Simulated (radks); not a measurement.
The numbers below are computed, except where a source is named.
Q: Ionisation ladder of technetium, from Tc13+ to Tc19+. Each ion is in the ground configuration listed by NIST, and IE = E(next ion) - E(this ion). Level of theory: scalar-relativistic Kohn-Sham, r2SCAN, spin-unpolarised, spherical densities, finite nucleus; meta-GGA in the generalised Kohn-Sham scheme; Fermi nuclear charge, rms radius 4.4112 fm (a radial shooting solver on a logarithmic mesh with Libxc functionals).

| species | configuration | IE, Delta-SCF (eV) | <r> HOMO (bohr) |
|---|---|---|---|
| Tc13+ | [Ar] 3d10 4s2 | 315.68 | 0.934 |
| Tc14+ | [Ar] 3d10 4s1 | 337.51 | 0.922 |
| Tc15+ | [Ar] 3d10 | 608.91 | 0.388 |
| Tc16+ | [Ar] 3d9 | ? | 0.381 |
| Tc17+ | [Ar] 3d8 | ? | 0.374 |
| Tc18+ | [Ar] 3d7 | ? | 0.367 |
| Tc19+ | [Ar] 3d6 | 839.53 | 0.361 |

Estimate the withheld Delta-SCF values.

A: Tc16+: 664.19 eV (NIST 655); Tc17+: 721.08 eV (NIST 713); Tc18+: 779.54 eV (NIST 773).

Beside tabulated values, note that spin-unpolarised runs miss the spin-polarisation part of the exchange energy of open shells.
